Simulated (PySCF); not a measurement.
**[C6H10S]+: g tensor and hyperfine couplings**

Species: C6H10S (charge +1 and doublet state).
Z-matrix (Å and degrees, GFN2-xTB geometry), rows numbered from 1:
```
C 
C   1  1.3494
C   2  1.4841  1  120.48
C   2  1.4982  1  123.74  3   179.55
C   4  1.5082  2  116.48  1     6.32
C   5  1.4838  4  120.18  2  -162.06
S   6  1.7958  5   66.51  4   107.70
H   1  1.0768  2  120.40  3     0.97
H   1  1.0756  2  123.59  3  -177.96
H   3  1.0894  2  111.09  1    43.85
H   3  1.0932  2  109.42  1   -72.50
H   3  1.0860  2  112.54  1   167.29
H   4  1.0979  2  108.05  1   127.25
H   4  1.0964  2  108.14  1  -118.34
H   5  1.0854  4  114.68  2    49.93
H   6  1.0829  5  119.26  7   106.38
H   6  1.0834  5  119.40  7  -106.11
```

The hyperfine couplings belong to this conformer and change with its torsions.

Identity: `C(=C)(C[C@H]1C[S+]1)C` [radical] (charge +1).

Computed, not measured: UKS B3LYP, pcH-1 on C H S, non-relativistic, mean-field spin-orbit, GIAO (PySCF). Isolated species at its GFN2-xTB geometry (one conformer only). GFN2-xTB frequencies show an imaginary mode (30i cm⁻¹), so this geometry is no minimum at that level. The geometry wasn't refined by DFT: couplings that depend on bond lengths, twists or pyramidal angles can differ widely from those at the functional's own minimum, by a factor of two or more for some ions and for spin on atoms past the first row. Stability of the SCF solution: not tested.

```
g1, g2, g3                      : 2.00201, 2.01821, 2.02135
g_iso                           : 2.01386
Form of g                       : rhombic: the two nearest values differ by 16 % of g3 − g1
⟨S²⟩                            : 0.7540 (exact 0.7500)
HOMO–LUMO gap, α and β orbitals : 6.90, 0.86 eV
```

Isotropic coupling and dipolar principal values T1 to T3, in 10⁻⁴ cm⁻¹; ρ(0) is the spin density at the nucleus (1 × 10⁻⁴ cm⁻¹ = 2.998 MHz):

```
atom  isotope  a_iso  of which spin–orbit     T1     T2    T3  Mulliken spin population  ρ(0) (bohr⁻³)
  C1      13C    5.3                  0.0   -7.4   -7.2  14.6                      0.28         0.0142
  C2      13C   -0.5                  0.0   -3.2   -2.6   5.8                      0.10        -0.0014
  C3      13C   -1.0                  0.0   -0.8   -0.4   1.2                      0.01        -0.0028
  C4      13C    0.6                  0.0   -1.3   -0.9   2.2                      0.00         0.0016
  C5      13C   -2.0                  0.0   -1.1    0.1   1.0                     -0.02        -0.0056
  C6      13C   -2.2                  0.1   -1.0    0.0   1.0                     -0.02        -0.0061
  S7      33S    5.2                  0.3  -19.4  -18.0  37.4                      0.59         0.0429
  H8       1H   -5.7                  0.0   -3.5   -0.7   4.3                     -0.01        -0.0038
  H9       1H   -5.5                  0.0   -3.2   -0.7   3.9                     -0.01        -0.0037
 H10       1H    6.0                  0.0   -0.8   -0.2   1.1                      0.01         0.0040
 H11       1H   16.0                  0.0   -0.8   -0.3   1.1                      0.02         0.0108
 H12       1H    0.6                  0.0   -0.5   -0.3   0.8                      0.00         0.0004
 H13       1H   22.1                  0.0   -0.9   -0.6   1.5                      0.03         0.0148
 H14       1H    8.6                  0.0   -1.1   -0.4   1.5                      0.00         0.0058
 H15       1H    8.2                  0.0   -0.9   -0.3   1.1                      0.01         0.0055
 H16       1H   10.2                  0.0   -0.9   -0.8   1.7                      0.01         0.0069
 H17       1H    9.8                  0.0   -0.9   -0.6   1.5                      0.01         0.0066
```

The largest Mulliken spin populations are on S7 (+0.59), C1 (+0.28) and C2 (+0.10).

The SMILES `C=C(C)C[C@H]1C[S+]1` draws the unpaired electron on S7, whose computed spin population is only +0.59.

Axes: g3 points within 11° of the C6–S7 bond.

Under fast tumbling the dipolar parts average out, and these isotropic splittings remain (the largest six): 1 × 1H (H13, I = 1/2, 2 lines) with 2.35 mT, 1 × 1H (H16, I = 1/2, 2 lines) with 1.09 mT, 1 × 1H (H17, I = 1/2, 2 lines) with 1.04 mT, 1 × 1H (H14, I = 1/2, 2 lines) with 0.92 mT, 1 × 1H (H15, I = 1/2, 2 lines) with 0.87 mT and 3 × 1H (H10/H11/H12, I = 1/2, 4 lines) with 0.80 mT.

Nuclei that the bonding pattern makes equivalent are averaged, as if the motion that swaps them (rotation, inversion, ring flip) were fast. The three 1H nuclei of mean +22.6 MHz run from 1.7 to 48.1 MHz in the frozen geometry.

The 13C coupling of C1 (16.0 MHz) shows only in satellite lines or after enrichment, since that isotope makes up about 1.07 % of natural carbon.

The 33S coupling of S7 (15.6 MHz) shows only in satellite lines or after enrichment, since that isotope makes up about 0.76 % of natural sulfur.

Examples of negative spin density at the nucleus (bohr⁻³): C6 (-0.0061), C5 (-0.0056) and H8 (-0.0038).
